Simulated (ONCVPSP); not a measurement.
Scattering properties, ONCV potential for Ba

ONCVPSP 4.0.1 input, shortened (lines: element, Z, core and valence counts, functional; n l f; lmax; l rc ep ncon nbas qcut; lloc lpopt rc5 dvloc0; l nproj debl; icmod fcfact rcfact), PBE, fully relativistic:

```
  Ba 56.00    9    4        4      upf
    1    0    2.00
    2    0    2.00
    2    1    6.00
    3    0    2.00
    3    1    6.00
    3    2   10.00
    4    0    2.00
    4    1    6.00
    4    2   10.00
    5    0    2.00
    5    1    6.00
    6    0    1.50
    6    1    0.50
    2
    0    3.05    0.00    4    9    5.10
    1    3.55    0.00    4    7    3.10
    2    3.35    0.28    4    7    2.20
    4    2    2.30    0.00
    0    3    2.80
    1    2    1.10
    2    3    0.80
    2    0.20    0.65
```

Open shells are filled in proportion to 2j + 1.

In the d channel the program set the typed energies aside and used -0.088, 0.712, 1.512 Ha (j = l + 1/2; the other j can differ).

The phase is arctan(r·R′/R) of the radial function R(r), unwrapped; energies in Ha, scanned from -3 to 5 Ha. A pole is an energy at which the radial function vanishes at the test radius. The pseudo phase is shifted by a multiple of π to meet the all-electron one at the reference energy, and phase errors are pseudo minus all-electron; the curves can meet again beyond the range given. Levels narrower than the energy grid can be missing from the lists of poles.

| channel | radius (bohr) | reference energy (Ha) | poles, all-electron | poles, pseudo | unbroken range about the reference energy with phases within 0.05 rad | phase error 1 Ha above the reference energy (rad) |
| --- | --- | --- | --- | --- | --- | --- |
| s | 3.09 | -0.13 | -1.20, 1.45 | -1.20, 1.45 | the whole range | -0.000 |
| p3/2 | 3.61 | -0.05 | -0.64, 1.20, 3.98 | -0.64, 1.19, 3.48 | below 1.9 | -0.001 |
| p1/2 | 3.61 | -0.06 | -0.72, 1.11, 3.84 | -0.72, 1.13, 3.98 | below 1.8 | +0.004 |
| d5/2 | 3.40 | -0.09 | 0.23, 2.36 | 0.23, 2.36 | below 3.4 | +0.000 |
| d3/2 | 3.40 | -0.09 | 0.22, 2.33 | 0.22, 2.33 | below 3.4 | +0.000 |

Phases in the p3/2 channel:

```tsv
E (Ha)	all-electron	pseudo
-2.98	1.436	1.436
-2.54	1.421	1.421
-2.10	1.401	1.401
-1.66	1.369	1.369
-1.22	1.304	1.304
-0.78	0.554	0.554
-0.34	-1.899	-1.899
0.10	-2.929	-2.929
0.54	-4.438	-4.439
0.98	-4.656	-4.657
1.42	-4.761	-4.766
1.86	-4.896	-4.925
2.30	-5.788	-6.747
2.74	-7.597	-7.695
3.18	-7.757	-7.808
3.62	-7.819	-7.873
4.06	-7.862	-7.957
4.50	-7.904	-8.409
4.94	-7.970	-10.769
```
